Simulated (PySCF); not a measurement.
Isomers of C4H9NOSi2.

All values: CAM-B3LYP/def2-SVPD (PySCF) at GFN2-xTB geometries, gas phase, one conformer each. Core orbitals are frozen in the response; Δα² is half the sum of the squared differences of the principal polarisabilities.

Question: Rank by HOMO energy, highest first.
A. `[O:1]=[CH:2][C:3]#[C:4][CH2:5][N:6]([SiH3:7])[SiH3:8]` with C4–C5–N6–Si7 -81°
B. `[CH3:1][O:2][SiH2:3][C@@H:4]1[SiH2:5][C@H:6]1[C:7]#[N:8]` with C1–O2–Si3–C4 -179°, O2–Si3–C4–Si5 27°
C. `[CH3:1][C:2](=[O:3])[C:4]#[C:5][Si@H:6]([NH2:7])[SiH3:8]` with C5–Si6–N7–H 61° and -78°

Answer: B (-8.61 eV), A (-8.85 eV), C (-9.17 eV).

Question: Rank by dipole moment, highest first.
A. `[O:1]=[CH:2][C:3]#[C:4][CH2:5][N:6]([SiH3:7])[SiH3:8]` with C4–C5–N6–Si7 -81°
B. `[CH3:1][C:2](=[O:3])[C:4]#[C:5][Si@H:6]([NH2:7])[SiH3:8]` with C5–Si6–N7–H 61° and -78°
C. `[CH3:1][O:2][SiH2:3][C@@H:4]1[SiH2:5][C@H:6]1[C:7]#[N:8]` with C1–O2–Si3–C4 -179°, O2–Si3–C4–Si5 27°
D. `[CH3:1][O:2][SiH2:3][C@@H:4]1[CH2:5][Si@H:6]1[C:7]#[N:8]` with C1–O2–Si3–C4 -177°, O2–Si3–C4–C5 54°
E. `[H]/[N:1]=[CH:2]\[C:3]([CH:4]=[O:5])=[CH:6]/[SiH2:7][SiH3:8]` with N1–C2–C3–C4 1°, C2–C3–C4–O5 -3°, C3–C6–Si7–Si8 63°

Answer: C (5.62 D), D (4.71 D), E (4.50 D), A (3.57 D), B (2.41 D).

All values together:

```json
{"SMILES": "O=CC#CCN([SiH3])[SiH3]", "μ (D)": "3.57", "HOMO (eV)": "-8.85", "LUMO (eV)": "-0.87", "α (Å³)": "16.22", "Δα (Å³)": "6.63"}
{"SMILES": "CO[SiH2][C@@H]1C[Si@H]1C#N", "μ (D)": "4.71", "HOMO (eV)": "-8.59", "LUMO (eV)": "0.08", "α (Å³)": "15.74", "Δα (Å³)": "6.67"}
{"SMILES": "CO[SiH2][C@@H]1[SiH2][C@H]1C#N", "μ (D)": "5.62", "HOMO (eV)": "-8.61", "LUMO (eV)": "0.29", "α (Å³)": "15.74", "Δα (Å³)": "4.83"}
{"SMILES": "[H]/N=C\\C(C=O)=C/[SiH2][SiH3]", "μ (D)": "4.50", "HOMO (eV)": "-8.66", "LUMO (eV)": "-1.67", "α (Å³)": "17.53", "Δα (Å³)": "8.47"}
{"SMILES": "CC(=O)C#C[Si@H](N)[SiH3]", "μ (D)": "2.41", "HOMO (eV)": "-9.17", "LUMO (eV)": "-0.84", "α (Å³)": "17.30", "Δα (Å³)": "8.17"}
```

Conformers: `[O:1]=[CH:2][C:3]#[C:4][CH2:5][N:6]([SiH3:7])[SiH3:8]` with C4–C5–N6–Si7 -81°; `[CH3:1][O:2][SiH2:3][C@@H:4]1[CH2:5][Si@H:6]1[C:7]#[N:8]` with C1–O2–Si3–C4 -177°, O2–Si3–C4–C5 54°; `[CH3:1][O:2][SiH2:3][C@@H:4]1[SiH2:5][C@H:6]1[C:7]#[N:8]` with C1–O2–Si3–C4 -179°, O2–Si3–C4–Si5 27°; `[H]/[N:1]=[CH:2]\[C:3]([CH:4]=[O:5])=[CH:6]/[SiH2:7][SiH3:8]` with N1–C2–C3–C4 1°, C2–C3–C4–O5 -3°, C3–C6–Si7–Si8 63°; `[CH3:1][C:2](=[O:3])[C:4]#[C:5][Si@H:6]([NH2:7])[SiH3:8]` with C5–Si6–N7–H 61° and -78°.
